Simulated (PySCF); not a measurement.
C2H5BS2.
Cartesian coordinates in Å at the PBE0-D3(BJ)/def2-SVP level; atoms count from 1:
```
atom  x, y, z in Å
B1     1.7144    0.4001   -0.0085
S2     0.8583   -0.7858   -1.0345
C3    -0.7416   -0.6432   -0.1505
C4    -0.9009    0.7526    0.4132
S5     0.6891    1.3310    1.1197
H6     2.9025    0.5604   -0.0720
H7    -0.7433   -1.3984    0.6509
H8    -1.5500   -0.8852   -0.8553
H9    -1.1923    1.4681   -0.3711
H10   -1.6622    0.7797    1.2069
```

Theory: PBE0-D3(BJ)/def2-SVP geometry optimisation, gas phase (PySCF 2.14.0).

Take the most abundant isotopes and a rigid rotor. The values belong to one conformer with, in the numbering `[BH:1]1[S:2][CH2:3][CH2:4][S:5]1`, S5–B1–S2–C3 -10°, B1–S2–C3–C4 30°, S2–C3–C4–S5 -41°, C3–C4–S5–B1 30°.

Problem. What are A, B and C (MHz)?

Solution. Ia = 89.37, Ib = 168.34, Ic = 245.95 u·Å²; 505379 MHz·u·Å²/I gives A = 5655, B = 3002, C = 2055 MHz.

Problem. What kind of rotor is it?

Solution. An asymmetric top: κ = (2 × 3002 − 5655 − 2055)/(5655 − 2055) = -0.47.

Problem. Is it planar, by Δ = Ic − Ia − Ib?

Solution. Not planar: Δ = Ic − Ia − Ib = -11.76 u·Å². For a rigid frame Δ = −2 Σ m c², so Σ m c² = 5.88 u·Å² lies off the ab plane: 3.82 from hydrogen and 2.05 from heavier atoms. The atom farthest from that plane is 1.37 Å away.

Problem. Give the other two planar moments, Paa and Pbb, and the rms extents of the mass along the axes.

Solution. Paa = Σ m a² = (Ib + Ic − Ia)/2 = 162.46 and Pbb = Σ m b² = (Ia + Ic − Ib)/2 = 83.49 u·Å². With the mass M = 103.99 u, the rms extents √(P/M) along a, b and c are 1.25, 0.90, 0.24 Å.

Problem. Where do the levels up to J = 2 lie, in MHz?

Solution. Above 0(0,0):
J = 1: 1(0,1) 5057, 1(1,1) 7710, 1(1,0) 8657
J = 2: 2(0,2) 14959, 2(1,2) 16877, 2(1,1) 19719, 2(2,1) 27677, 2(2,0) 27889
The levels of one J sum to (2J + 1)J(J + 1)(A + B + C)/3.

Problem. Which types of transition are allowed, and where do some lines up to J = 3 fall?

Solution. The dipole components are |μa| = 0.00 D, |μb| = 2.28 D, |μc| = 0.00 D; the symmetry axis of this C2 structure is b, so μa and μc vanish by symmetry and there are no a-type or c-type lines. Some lines, for components of 0.1 D or more:

```json
{"type": "b", "branch": "Q", "J(Ka,Kc)": "3(2,1) ← 3(1,2)", "MHz": "7685", "lower level (cm⁻¹)": "1.206"}
{"type": "b", "branch": "R", "J(Ka,Kc)": "1(1,1) ← 0(0,0)", "MHz": "7710", "lower level (cm⁻¹)": "0.000"}
{"type": "b", "branch": "Q", "J(Ka,Kc)": "2(2,0) ← 2(1,1)", "MHz": "8170", "lower level (cm⁻¹)": "0.658"}
{"type": "b", "branch": "R", "J(Ka,Kc)": "2(1,2) ← 1(0,1)", "MHz": "11820", "lower level (cm⁻¹)": "0.169"}
{"type": "b", "branch": "Q", "J(Ka,Kc)": "3(2,2) ← 3(1,3)", "MHz": "12342", "lower level (cm⁻¹)": "1.018"}
{"type": "b", "branch": "R", "J(Ka,Kc)": "3(0,3) ← 2(1,2)", "MHz": "12468", "lower level (cm⁻¹)": "0.563"}
{"type": "b", "branch": "R", "J(Ka,Kc)": "3(1,3) ← 2(0,2)", "MHz": "15547", "lower level (cm⁻¹)": "0.499"}
{"type": "b", "branch": "R", "J(Ka,Kc)": "2(2,1) ← 1(1,0)", "MHz": "19020", "lower level (cm⁻¹)": "0.289"}
{"type": "b", "branch": "R", "J(Ka,Kc)": "3(2,2) ← 2(1,1)", "MHz": "23130", "lower level (cm⁻¹)": "0.658"}
{"type": "b", "branch": "R", "J(Ka,Kc)": "3(2,1) ← 2(1,2)", "MHz": "26969", "lower level (cm⁻¹)": "0.563"}
```

Problem. Estimate the classical rotational partition function at 10 K, 50 K and 500 K.

Solution. Point group C2, symmetry number σ = 2; q = (√π/σ)·√((kT/h)³/(ABC)), k/h = 20836.6 MHz/K: 451 at 10 K, 5050 at 50 K, 160000 at 500 K.

PBE0-D3(BJ)/def2-SVP frequencies: not computed here. These are rigid-rotor constants of the computed structure; measured ground-state constants (B0) also hold zero-point vibration. Quadrupole hyperfine structure (11B) is left out.
